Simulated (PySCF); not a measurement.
# C₆ coefficients of unlike pairs at PBE

Calculated with PySCF 2.14 from the dipole response of each species, C₆(A,B) = (3/π) ∫ α_A(iu) α_B(iu) du, in atomic units, from isotropic polarisabilities. For ions this is the dispersion term alone; charge-induced terms of lower order in 1/R come first.

```json
{"species": "Pb²⁺", "configuration": "[Xe] 4f14 5d10 6s2 (1S)", "basis": "aug-cc-pwCVTZ-DK3 with one added diffuse shell each of s, d, f type (12s10p9d6f1g)", "relativity": "spin-free X2C", "α (bohr³)": "13.32", "C₆ (like pair)": "92.24"}
{"species": "Ag", "configuration": "[Kr] 4d10 5s1 (2S)", "basis": "x2c-TZVPPall with one added diffuse shell each of s, p, d, f type (9s7p7d3f1g)", "relativity": "spin-free X2C", "α (bohr³)": "47.89", "C₆ (like pair)": "375.7"}
{"species": "P", "configuration": "[Ne] 3s2 3p3 (4S)", "basis": "x2c-TZVPPall with one added diffuse shell each of s, p, d type (6s6p4d1f)", "relativity": "spin-free X2C", "α (bohr³)": "27.39", "C₆ (like pair)": "204.9"}
```

**Question.** Estimate C₆ for P with Pb²⁺.

**Answer.** The integral gives 129.1. The combination rule 2 C_A C_B / (C_A α_B/α_A + C_B α_A/α_B) gives 130.7 and the geometric mean 137.5.

No spin-orbit coupling is included.

The other pairs:

```json
{"pair": "Ag, Pb²⁺", "C₆": "170.1"}
{"pair": "P, Ag", "C₆": "272.2"}
```
